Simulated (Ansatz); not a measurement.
Two isomers of C2H7NOSn: A = `C[O][SnH2][CH]=N`, B = `C[N](C)[Sn][OH]`.

Calculated with Ansatz (gas phase, PBE0-D4/def2-TZVP geometries, no zero-point term in ΔE). CCSD(T)/CBS adds triple-zeta CCSD(T) − MP2 to the extrapolated MP2 energy (def2 sets, frozen cores). DFT in def2-TZVPP. B3LYP here is the variant with VWN-RPA as its local correlation; programs differ in this. Elements past krypton have def2 core potentials. For Sn outer-core shells are correlated without core-valence functions, which leaves a few kJ/mol of doubt a bond. Each species was taken in one conformer, which may not be the lowest.

Question: Which is lower in electronic energy at CCSD(T)/CBS, and by how much? (An estimate is asked.)

Answer: Computed: B, by 53.7 kcal/mol.

Question: Give E(B) − E(A) in kcal/mol with LDA (SPW92), HF/def2-TZVPP, B2PLYP, BLYP-D4, MP2/def2-TZVPP, r2SCAN-D4, B3LYP-D4. (Best estimate.)

Answer: The calculation gave: LDA (SPW92) -58.8, HF/def2-TZVPP -45.3, B2PLYP -54.9, BLYP-D4 -56.5, MP2/def2-TZVPP -57.1, r2SCAN-D4 -54.1, B3LYP-D4 -55.6. None reverses the order clearly.

Question: Does the order hold for the free energy at 298.15 K (harmonic terms from PBE0-D4)? (Estimate.)

Answer: The calculation gave: Yes: G(B) − G(A) = -47.6 kcal/mol, for one conformer each. Modes under 60 cm⁻¹, often nearly free rotors, make the harmonic entropy too high.

Largest T1 diagnostic: 0.017.

In def2-TZVPP, CCSD(T) changes the Hartree–Fock value by −5.2 kcal/mol (the triples alone add −0.1 kcal/mol) and MP2 by −11.8 kcal/mol. From PBE to PBE0 (25 % exact exchange), in def2-TZVPP and without D4, E(B) − E(A) moves by +1.0 kcal/mol.
